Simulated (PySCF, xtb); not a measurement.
Se(Cl)(Me) (CH₃ClSe), SMILES C[Se]Cl.

xtb with GFN2-xTB at its own geometry gives an orbital gap of 2.97 eV and a dipole moment of 2.27 D.

Coordinates come from a B3LYP-D3(BJ)/def2-TZVP optimisation.

### Question
What does PySCF with CAM-B3LYP/def2-TZVPD give? (An estimate is asked for; the answer gives what the named calculation found.)

### Answer
gap 6.86 eV (levels -7.96 and -1.09 eV), dipole 2.38 D.
